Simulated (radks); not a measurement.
Species: F III. Configuration: [He] 2s0.5 2p4.5 (fractional occupations, a model configuration). Method: non-relativistic Kohn-Sham, r2SCAN, spin-polarised, spherical densities, point nucleus; open shells are filled with parallel spins first; meta-GGA in the generalised Kohn-Sham scheme; computed with a radial shooting solver on a logarithmic mesh with Libxc functionals.

Unscreened Slater integrals over Kohn-Sham orbitals (cm^-1). They are taken over the spin-up orbitals.

\begin{tabular}{lr}
integral & value \\ \hline
F0(2p,2p) & 226770 \\
F2(2p,2p) & 104520 \\
F0(2p,2s) & 221320 \\
G1(2p,2s) & 134420 \\
F0(2p,1s) & 319460 \\
G1(2p,1s) & 38942 \\
F0(2s,2s) & 218180 \\
F0(2s,1s) & 308080 \\
G0(2s,1s) & 24412 \\
F0(1s,1s) & 1171900 \\
\end{tabular}

Derived for the open shells (J is the average intra-shell exchange parameter used in DFT+U). 2p: J = F2/5 = 20900 cm^-1.
